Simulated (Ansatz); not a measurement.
Reaction R1 → P1 + P2, each structure at its B3LYP-D3(BJ)/def2-TZVP stationary point, reached from a drawn start (curvature not checked).
R1, O4Ru (SMILES [O][Ru]([O])([O])[O]) (charge 0, multiplicity 1):
```xyz
5

Ru     0.000     0.000     0.000
O      1.540     0.641    -0.189
O     -0.152    -1.379    -0.944
O     -0.248    -0.396     1.612
O     -1.140     1.134    -0.479
```
P1, O3Ru (SMILES [O][Ru]([O])[O]) (charge 0, multiplicity 1):
| atom | x (Å) | y (Å) | z (Å) |
|---|---|---|---|
| Ru | 0.0001 | 0.0000 | -0.0002 |
| O | -1.1035 | -0.9615 | -0.8129 |
| O | 1.0540 | -0.6863 | 1.1050 |
| O | 0.0493 | 1.6479 | -0.2919 |
P2: O atom, charge 0, multiplicity 3.

P less R. No zero-point or thermal terms; singlets are restricted closed shells; open shells are unrestricted; no spin–orbit coupling. The spin states of the d-block species are the ones drawn and need not be the lowest.

Cores are frozen in the correlated methods.

The values were computed with Ansatz (Gaussian orbitals). Each number belongs to the level named beside it. Elements past Kr take the def2 small-core potentials, without spin–orbit coupling.

```json
[
 {"level": "HF/def2-TZVPP", "reaction energy (kcal/mol)": "-27.50"},
 {"level": "SVWN5/def2-TZVPP", "reaction energy (kcal/mol)": "144.07"},
 {"level": "r2SCAN/def2-TZVPP", "reaction energy (kcal/mol)": "111.32"},
 {"level": "CAM-B3LYP/def2-TZVPP", "reaction energy (kcal/mol)": "82.42"},
 {"level": "wB97X-V/def2-TZVPP", "reaction energy (kcal/mol)": "81.79"},
 {"level": "wB97M-V/def2-TZVPP", "reaction energy (kcal/mol)": "79.46"},
 {"level": "B2PLYP/def2-TZVPP", "reaction energy (kcal/mol)": "?"},
 {"level": "CCSD/def2-QZVPP", "reaction energy (kcal/mol)": "?"},
 {"level": "CCSD(T)/def2-QZVPP", "reaction energy (kcal/mol)": "?"}
]
```

Question: Complete the blanks.

Answer: 
- B2PLYP/def2-TZVPP, reaction energy (kcal/mol): 109.15
- CCSD/def2-QZVPP, reaction energy (kcal/mol): 65.61
- CCSD(T)/def2-QZVPP, reaction energy (kcal/mol): 91.97

Ansatz is an electronic-structure program.
